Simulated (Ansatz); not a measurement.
Basis sets compared for Mg4. The state is a singlet with charge 0. Geometry r2SCAN/def2-TZVP. Ansatz on 4 threads of Arm Neoverse N1 on a shared host; times are rough, and most runs start from earlier orbitals.

```xyz
4

Mg    0.699   -0.891    1.471
Mg    0.473    1.793    0.080
Mg   -1.850   -0.153    0.006
Mg    0.678   -0.750   -1.557
```

The structure comes from a short search, and lower isomers may exist.

Binding counts from free atoms (Mg singlet) in the same basis, without a counterpoise term.

```json
{"level": "PBE/def2-SVP", "functions": "72", "energy (Eh)": "-799.5462", "HOMO (eV)": "-4.47", "LUMO (eV)": "-2.51", "binding per atom (eV)": "0.40", "wall time": "1 s"}
{"level": "PBE/def2-TZVP (with forces)", "functions": "128", "energy (Eh)": "-799.8280", "HOMO (eV)": "-4.47", "LUMO (eV)": "-2.47", "binding per atom (eV)": "0.38", "wall time": "1.7 s"}
{"level": "r2SCAN/def2-TZVP", "functions": "128", "energy (Eh)": "-800.1951", "HOMO (eV)": "-4.56", "LUMO (eV)": "-2.48", "binding per atom (eV)": "0.42", "wall time": "3.8 s"}
{"level": "PBE0/def2-SVP", "functions": "72", "energy (Eh)": "-799.6124", "HOMO (eV)": "-5.05", "LUMO (eV)": "-1.99", "binding per atom (eV)": "0.37", "wall time": "1.8 s"}
{"level": "PBE0/def2-TZVP", "functions": "128", "energy (Eh)": "-799.8942", "HOMO (eV)": "-5.05", "LUMO (eV)": "-1.95", "binding per atom (eV)": "0.35", "wall time": "2.8 s"}
```

(1) Estimate the rows for PBE/def2-TZVPD, r2SCAN/def2-TZVPD, PBE0/def2-TZVPD.

## Answers

(1) 
```tsv
level	functions	energy (Eh)	HOMO (eV)	LUMO (eV)	binding per atom (eV)	wall time
PBE/def2-TZVPD	140	-799.8281	-4.47	-2.48	0.38	2.1 s
r2SCAN/def2-TZVPD	140	-800.1952	-4.55	-2.47	0.42	4.6 s
PBE0/def2-TZVPD	140	-799.8943	-5.05	-1.97	0.35	2.3 s
```
